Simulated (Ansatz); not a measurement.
Two structures, one formula

Two relaxed structures of AlBH₃SO (charge -1), singlet (PBE0-D4/def2-TZVPD; forces vanish, vibrations not checked).

A:

```
7
angstrom
B -0.7145 1.3560 -0.1940
Al -0.0102 -0.6557 -0.1484
O 1.1966 -1.1812 0.8237
S -1.1692 -1.9538 -1.6288
H -1.5683 1.7897 0.5457
H -0.2325 2.2248 -0.8847
H -0.4597 -3.0471 -1.2988
```

B:

B1  (-0.682, 1.349, -0.146)
Al2  (0.141, -0.596, -0.087)
O3  (1.444, -0.856, 1.046)
S4  (-0.681, -2.019, -1.387)
H5  (-1.663, 1.680, 0.480)
H6  (-0.332, 2.200, -0.930)
H7  (1.772, -1.758, 1.023)
(Å)

Program: Ansatz 0.2.0. Basis: def2-TZVPPD. Cores are frozen in the correlated methods. B3LYP uses VWN-RPA correlation.

Question: Which structure is lower at CCSD(T), and by how much? (Judge from chemistry; the value comes from the calculation.)

Answer: The calculation gives: B, by 1.308 eV (electronic energy, against the other). By their contacts, A is AlBH₃SO ([BH2][Al]([O])[SH]), total charge -1 and B is AlBH₃SO ([BH2][Al]([OH])[S]), total charge -1.

All methods give the same order:

```
   method  E(B) − E(A) (eV)
   PBE-D4            -1.228
r2SCAN-D4            -1.347
  PBE0-D4            -1.409
 B3LYP-D4            -1.311
  wB97M-V            -1.364
       HF            -1.691
      MP2            -1.255
     CCSD            -1.377
  CCSD(T)            -1.308
```

T1 diagnostic: at most 0.022.

Labels in which every atom is bracketed show which atoms are joined, not bond orders.

For scale, one of the runs: CCSD(T)/def2-TZVPPD, 227 basis functions, launched by `ansatz run in.yaml --threads 2 --pin off --events-out ev --progress --plain --max-ram 4352MiB`. Time: 85 s of wall clock on 2 CPU threads of an Arm Neoverse V2; the host was shared. Peak host memory: 3.5 GiB.
